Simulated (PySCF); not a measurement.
# Partial charges of `CO[Si@@H](CCl)[Si@@H](O)CCl`

Species: C₃H₁₀Cl₂O₂Si₂.
Atom-mapped SMILES: `[CH3:1][O:2][Si@@H:3]([CH2:4][Cl:5])[Si@@H:6]([OH:7])[CH2:8][Cl:9]` (hydrogens: H10, H11, H12 on C1; H13 on Si3; H14, H15 on C4; H16 on Si6; H17 on O7; H18, H19 on C8)

Structure used (GFN2-xTB), in Å, numbered top down from 1:
```
atom  x, y, z in Å
C1    -1.9297   -2.0584    0.9633
O2    -1.7717   -0.6859    1.1950
Si3   -0.9647    0.3923    0.2913
C4    -1.1332    1.9499    1.3779
Cl5   -0.1626    3.2381    0.6304
Si6    1.2362   -0.2314    0.0297
O7     1.1079   -1.6938   -0.6790
C8     2.2359    0.9186   -1.1368
Cl9    3.6900    0.0400   -1.6899
H10   -2.2271   -2.5270    1.9014
H11   -0.9979   -2.5011    0.6090
H12   -2.7060   -2.2248    0.2144
H13   -1.7023    0.6709   -0.9579
H14   -2.1511    2.3232    1.4358
H15   -0.7569    1.8211    2.3891
H16    2.0893   -0.3644    1.2257
H17    1.8547   -2.0843   -1.1339
H18    1.6926    1.2034   -2.0347
H19    2.5869    1.8228   -0.6493
```

Density: PBE0/pcSseg-1 (PySCF); schemes: Mulliken, IAO, Hirshfeld and ESP-fitted. Isolated species at its GFN2-xTB geometry (one conformer only).

**Question.** Atoms with like bonding are taken together and averaged. For which atoms does the sign change between the 4 schemes (beyond +0.03 e in one, beyond −0.03 e in another)?

**Answer.** For none.

**Question.** At which atom do the 4 schemes differ most?

**Answer.** At Si3: from +0.327 (Hirshfeld) to +0.876 e (IAO), 0.549 e apart.

**Question.** What partial charge does each atom carry?

**Answer.** In e; atoms taken as equivalent share a row and are averaged (×n: the atom named and its like, n in all):

```csv
atom,environment,Mulliken,IAO,Hirshfeld,ESP-fitted
C1,methoxy carbon,-0.019,-0.202,-0.034,-0.092
O2,silyl ether oxygen,-0.636,-0.643,-0.227,-0.383
Si3,oxygen-bound silicon,+0.692,+0.876,+0.327,+0.566
C4,sp3 C–Cl carbon,-0.495,-0.536,-0.131,-0.640
Cl5,alkyl chlorine,-0.184,-0.110,-0.059,-0.119
Si6,oxygen-bound silicon,+0.747,+0.843,+0.317,+0.516
O7,silanol oxygen,-0.571,-0.799,-0.303,-0.657
C8,sp3 C–Cl carbon,-0.516,-0.541,-0.137,-0.602
Cl9,alkyl chlorine,-0.181,-0.108,-0.067,-0.107
H10/H11/H12,methyl hydrogen,+0.113,+0.143,+0.043,+0.090
H13,Si–H hydrogen,-0.075,-0.136,-0.081,-0.091
H14,methylene hydrogen,+0.184,+0.176,+0.052,+0.273
H15,methylene hydrogen,+0.182,+0.173,+0.049,+0.244
H16,Si–H hydrogen,-0.086,-0.138,-0.086,-0.089
H17,hydroxyl hydrogen,+0.254,+0.367,+0.165,+0.430
H18,methylene hydrogen,+0.179,+0.170,+0.044,+0.229
H19,methylene hydrogen,+0.187,+0.179,+0.042,+0.252
```

Mean size of the charges over all atoms: IAO 0.338 e, ESP-fitted 0.293 e, Mulliken 0.291 e, Hirshfeld 0.118 e. Each set sums to the total charge, 0, to within 0.001 e. The ESP scheme is a least-squares fit of atom-centred charges to the potential on four shells outside the van der Waals surface, with the total charge fixed.

**Question.** Sum the charges by element.

**Answer.** 
| element | atoms | Mulliken | IAO | Hirshfeld | ESP-fitted |
| --- | --- | --- | --- | --- | --- |
| C | 3 | -1.030 | -1.279 | -0.301 | -1.334 |
| O | 2 | -1.207 | -1.442 | -0.530 | -1.039 |
| Si | 2 | +1.439 | +1.719 | +0.643 | +1.082 |
| Cl | 2 | -0.365 | -0.218 | -0.126 | -0.226 |
| H | 10 | +1.164 | +1.220 | +0.314 | +1.518 |

**Question.** How closely do the schemes follow one another over all atoms?

**Answer.** Correlation coefficient and root-mean-square difference: Mulliken with IAO 0.98, 0.093 e; IAO with Hirshfeld 0.98, 0.281 e; Mulliken with Hirshfeld 0.96, 0.225 e; IAO with ESP-fitted 0.96, 0.137 e; Mulliken with ESP-fitted 0.95, 0.111 e; Hirshfeld with ESP-fitted 0.92, 0.226 e.

**Question.** How many electrons does the ESP-fitted scheme count on C8?

**Answer.** Z − q = 6 − (-0.602) = 6.602.
